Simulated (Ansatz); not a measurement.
```yaml
crystal:
  periodic: [false, false, false]
  atoms:
    - {symbol: As, position_ang: [0.112818, -2.197189, -0.510149]}
    - {symbol: As, position_ang: [-0.814849, -1.159479, 1.504911]}
    - {symbol: As, position_ang: [1.493649, 1.065144, -0.598526]}
    - {symbol: As, position_ang: [-1.778754, 0.745996, 0.045409]}
    - {symbol: As, position_ang: [-0.186980, 2.504343, 0.290206]}
    - {symbol: As, position_ang: [-0.346826, -0.026110, -1.775996]}
    - {symbol: As, position_ang: [1.520942, -0.932716, 1.044155]}
basis:
  gaussian: {orbitals: def2-SVP}
total_charge: -1
magnetization: {spin_polarized: true, initial_magnetization: 2}
hamiltonian: {xc: pbe0, dispersion: d4}
scf: {omitted_lower_state_checks: [starts]}
output: {orbitals: {seedname: orbitals}}
```

```sh
$ ansatz run in.yaml --threads 4 --pin off --events-out ev --progress --plain --max-ram 4787MiB
```

Question: Does this run fit into the memory that it is given?

Answer: No. It has 224 basis functions, and Ansatz plans for 5.17 GiB where 4.67 GiB are given.
